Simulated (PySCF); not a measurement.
# Sb²⁺: excitation energy

Sb²⁺ [Kr] 4d10 5s2 5p1 (2P) → Sb²⁺ [Kr] 4d10 5s1 5p1 5d1 (high-spin determinant), as a difference of total energies. Computed with PySCF 2.14 in aug-cc-pwCVDZ-PP with ECP28MDF (6s5p4d1f, 48 functions), with scalar relativity through the core potential. Correlated levels: valence and next inner shell: nothing frozen outside the core potential. The calculations carry no spin-orbit coupling.

```tsv
method	excitation energy (cm⁻¹)
UHF	142890
MP2 (valence and next inner shell)	156570
SCS-MP2 (valence and next inner shell)	156730
CCSD (valence and next inner shell)	154040
CCSD(T) (valence and next inner shell)	152950
```

The promoted electron is Rydberg-like, and one or two diffuse shells describe it only roughly, which tends to raise the upper state.

The coupled-cluster amplitudes are large for the upper state (T1 above 0.03 or a double amplitude above 0.15), so a single reference is strained.

The determinant of the upper state mixes LS terms, which raises its energy above the lowest term, most at the Hartree-Fock and MP2 levels.
